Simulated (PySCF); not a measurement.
Sb(Et)3 (C6H15Sb), SMILES C[CH2][Sb]([CH2]C)[CH2]C. Atoms are numbered in the order given.

```xyz
22

Sb     0.1078    -0.1499     0.7865
C      1.4836     1.1385    -0.3856
C      0.9541     1.7266    -1.6897
H      2.3751     0.5141    -0.5638
H      1.7973     1.9387     0.3033
H      0.0779     2.3724    -1.5222
H      0.6516     0.9461    -2.4036
H      1.7215     2.3453    -2.1875
C     -1.7377     0.3108    -0.3286
C     -2.4155     1.5970     0.1383
H     -2.3964    -0.5605    -0.1797
H     -1.4935     0.3528    -1.4002
H     -1.7654     2.4764    -0.0031
H     -2.6749     1.5557     1.2090
H     -3.3485     1.7912    -0.4188
C      0.5299    -2.0241    -0.3051
C      0.5986    -1.9446    -1.8266
H     -0.2549    -2.7272     0.0210
H      1.4772    -2.4023     0.1137
H      1.4085    -1.2788    -2.1637
H     -0.3407    -1.5685    -2.2619
H      0.7890    -2.9371    -2.2721
```
Charge 0, spin multiplicity 1.

Geometry optimised at B3LYP-D3(BJ)/def2-SVP. The isomer is the one that the SMILES or the coordinates give; other isomers of the formula were not compared. The def2 effective core potentials stand for the cores of Sb; spin–orbit coupling is left out. The values are those of a single conformer.

These are C-PCM-PBE0/def2-SVP run with PySCF values and carry that method's errors.

The values are the electrostatic part of the solvation free energy, E(continuum) − E(gas) at the gas-phase geometry, in a cavity of scaled van der Waals radii (PySCF's table); cavitation and dispersion terms are not included. A continuum can't describe solvent molecules that bind to the metal. In vacuum the orbital gap is 6.58 eV. The dipole moment in vacuum is 0.78 D.

Computed values in water (ε = 78.36), ethylethanoate (ε = 5.99), dimethylsulfoxide (ε = 46.83):
```json
[
 {"solvent": "water", "ε": "78.36", "ΔG(elec) (kcal/mol)": "-1.4", "dipole (D)": "1.16", "gap (eV)": "6.65"},
 {"solvent": "ethylethanoate", "ε": "5.99", "ΔG(elec) (kcal/mol)": "-1.2", "dipole (D)": "1.08", "gap (eV)": "6.64"},
 {"solvent": "dimethylsulfoxide", "ε": "46.83", "ΔG(elec) (kcal/mol)": "-1.4", "dipole (D)": "1.16", "gap (eV)": "6.65"}
]
```
